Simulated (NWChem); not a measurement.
# B2, triplet; SMILES [B][B]

All runs: NWChem. Spin-unrestricted. The geometry was optimised at PBE0/def2-SVP, spin-unrestricted. No stability test was run on the SCF state.

For level UHF/3-21G:

```yaml
highest occupied level (eV): -8.93
```

Question: How do the values read with level UHF/def2-QZVP instead?

Answer: The highest occupied level (eV) is -9.21.
